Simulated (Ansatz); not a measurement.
Breaking the Si4–H5 bond in BeH4OSi (SMILES [BeH][O][SiH3]) (multiplicity 1 held, fragments rigid). Energies count from the point at 1.481 Å.
Geometry at that point (charge 0, multiplicity 1):
```xyz
7

Be    -1.573    -0.931     1.032
H     -2.566    -1.518     1.683
O     -0.522    -0.309     0.342
Si     0.700     0.414    -0.459
H      0.790    -0.130    -1.834
H      1.979     0.166     0.246
H      0.460     1.874    -0.530
```

U- levels take the lowest unrestricted solution at each point, which mixes spins at long bonds. Active spaces are followed from a long bond inwards. Levels need not reach the same state.

Cores are frozen in the correlated methods.

The values were computed with Ansatz (a program for electronic structure) with Gaussian orbitals. Each number belongs to the level named beside it.

Energies in eV.

| R (Å) | U-MP2/cc-pV(D+d)Z | U-CCSD/cc-pV(D+d)Z | CASSCF(2,2)/cc-pV(D+d)Z | FIC-NEVPT4(SD) on CASSCF(2,2)/cc-pV(D+d)Z | FIC-MRCISD+Q on CASSCF(2,2)/cc-pV(D+d)Z |
|---|---|---|---|---|---|
| 1.185 | 1.29 | 1.29 | 1.39 | 1.30 | 1.29 |
| 1.333 | 0.25 | 0.26 | 0.31 | 0.26 | 0.26 |
| 1.481 | 0.00 | 0.00 | 0.00 | 0.00 | 0.00 |
| 1.629 | 0.17 | 0.16 | 0.11 | 0.15 | 0.16 |
| 1.777 | 0.56 | 0.53 | 0.43 | 0.52 | 0.52 |
| 2.000 | 1.31 | 1.25 | 1.06 | 1.21 | 1.23 |
| 2.222 | 2.20 | 1.98 | 1.72 | 1.92 | 1.93 |
| 2.592 | 3.38 | 3.02 | 2.62 | 2.88 | 2.90 |
| 2.962 | 3.76 | 3.69 | 3.22 | 3.50 | 3.52 |
| 3.407 | 3.91 | 4.00 | 3.57 | 3.87 | 3.89 |
| 3.999 | 3.96 | 4.08 | 3.73 | 4.03 | 4.05 |
| 4.740 | 3.97 | 4.09 | 3.77 | 4.07 | 4.09 |

Doubts at one or more of the structures used: a spin-contaminated determinant (U-MP2/cc-pV(D+d)Z, U-CCSD/cc-pV(D+d)Z); T1 above 0.05 (U-CCSD/cc-pV(D+d)Z).
